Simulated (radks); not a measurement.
Values are calculated unless marked as measured or tabulated.
Spherical quantum dot in the effective-mass picture: electrons in a well V = -V0 / (1 + exp((r - R)/a)) with V0 = 22.3, R = 1.92, a = 0.16, all in effective atomic units (hartree* = m*/eps^2 hartree, bohr* = eps/m* bohr), one dielectric constant everywhere. Level of theory: non-relativistic Kohn-Sham, PBEsol, spin-polarised, spherical densities (a radial shooting solver with Libxc functionals). Levels are named by radial order and angular momentum (1s, 1p, 1d, 2s, ...), and open shells are averaged over m. Results are scaled to m* = 0.337 and eps = 14.9, for which hartree* = 41.31 meV and bohr* = 2.34 nm.

N = 2, configuration 1s2. This is the lowest configuration that the search found. Occupied and some empty levels:

| level | occupation | eigenvalue (meV) | <r> (nm) |
|---|---|---|---|
| 1s | 2 | -804.02 | 2.224 |
| 1p | 0 | -744.90 | 2.634 |
| 1d | 0 | -670.34 | 2.913 |
| 2s | 0 | -633.91 | 2.354 |

Energy (meV): total -1674.05, kinetic 99.138, external -1811.7, Hartree 77.696, exchange-correlation -39.150.
